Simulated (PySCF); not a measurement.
Species: C4H8O2Si.
Atom-mapped SMILES: `[O:1]=[CH:2][C@H:3]1[CH2:4][O:5][CH2:6][SiH2:7]1` (hydrogens: H8 on C2; H9 on C3; H10, H11 on C4; H12, H13 on C6; H14, H15 on Si7)

The calculation used TDDFT B3LYP/def2-SVPD, vertical, gas phase, core orbitals frozen in the response (PySCF 2.14.0, density-fitted response routines). Isolated species at its GFN2-xTB geometry (one conformer only).

Computed states:

```csv
state,E (eV),f
S1,4.26,0.0003
S2,5.49,0.017
S3,6.09,0.0071
S4,6.30,0.0024
S5,6.54,0.044
S6,6.61,0.036
S7,6.76,0.086
S8,7.01,0.015
```

Broadening: Gaussians 0.4 eV wide at half height, area fixed by f = 4.319×10⁻⁹ ∫ε dν̃. The cross-section is σ = 3.8235×10⁻²¹ ε cm², given in Mb (10⁻¹⁸ cm²). The width is an assumption, not a result. The curve ends short of the highest state used, and states not computed would add to its high-energy end.

(1) What does the envelope look like, and where are its maxima?

(2) On this curve, what absorbance would a 10⁻³ mol/L sample give at 222 nm over a 1 cm path?

(3) Coming from long wavelengths, where does ε first pass 100 L mol⁻¹ cm⁻¹?

## Answers

(1) 
E (eV), σ (Mb) and a bar:
```
     3.66       0.00 
     3.78       0.00 
     3.90       0.01 
     4.02       0.03 
     4.14       0.06 
     4.26       0.08 
     4.38       0.06 
     4.50       0.03 
     4.62       0.01 
     4.74       0.00 
     4.86       0.00 
     4.98       0.04 
     5.10       0.29 #
     5.22       1.18 ##
     5.34       2.87 #####
     5.46       4.24 ########
     5.58       3.82 #######
     5.70       2.20 ####
     5.82       1.21 ##
     5.94       1.47 ###
     6.06       2.32 ####
     6.17       3.59 ######
     6.29       7.59 ##############
     6.41      16.79 ##############################
```

Maxima: 291 nm (4.26 eV), ε about 20, made up of S1 (100%); 226 nm (5.49 eV), ε about 1100, made up of S2 (100%) (ε in L mol⁻¹ cm⁻¹; maxima over ε = 5, shares over 10%). At its high-energy end, 6.41 eV, the curve is still rising (ε about 4400, from S5, S6 and S7).

(2) 222 nm is 5.585 eV, where ε is about 980 L mol⁻¹ cm⁻¹, so A = ε c l ≈ 0.98 (Beer–Lambert, with the gas-phase spectrum and the assumed width).

(3) At about 242 nm (5.12 eV), 0.86 eV above S1.

The run took 26 s wall on one thread, Intel Xeon 6975P-C (x86_64), shared host with 192 logical CPUs at a one-minute load of 55, and the process peaked at 0.85 GiB of memory.
